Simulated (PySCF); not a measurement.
BClFH2N, SMILES NB(F)Cl.

Coordinates come from a B3LYP-D3(BJ)/def2-SVP optimisation. The values are those of a single conformer.

Computed with B3LYP-D3(BJ)/def2-SVP in PySCF.

Frequencies are harmonic and unscaled.

Estimate the vibrational spectrum. (The exact figures need the calculation; the answer reports its results.)


```csv
mode,ν (cm⁻¹),IR (km/mol),Raman (Å⁴/amu),depolarisation,moving atoms (share of kinetic energy)
1,321,1.9,1.4,0.75,"N 28 %, F 22 %, H 20 %, Cl 19 %, B 11 %"
2,385,2.9,1.5,0.57,"F 46 %, Cl 30 %, N 12 %, H 9 %"
3,456,157.0,0.5,0.75,"H 82 %, N 12 %"
4,541,25.4,0.6,0.75,"H 74 %, B 20 %"
5,596,39.5,1.9,0.75,"B 60 %, H 25 %"
6,645,34.0,5.0,0.13,"Cl 26 %, N 25 %, B 18 %, H 16 %, F 15 %"
7,894,4.0,1.5,0.15,"H 55 %, N 25 %, F 20 %"
8,1240,368.0,3.1,0.32,"B 66 %, H 12 %, F 11 %, N 10 %"
9,1431,139.9,3.4,0.35,"B 55 %, H 33 %, F 9 %"
10,1595,276.2,3.2,0.59,"H 56 %, N 24 %, B 18 %"
11,3605,58.0,108.5,0.14,H 96 %
12,3715,50.1,57.2,0.75,"H 91 %, N 9 %"
```
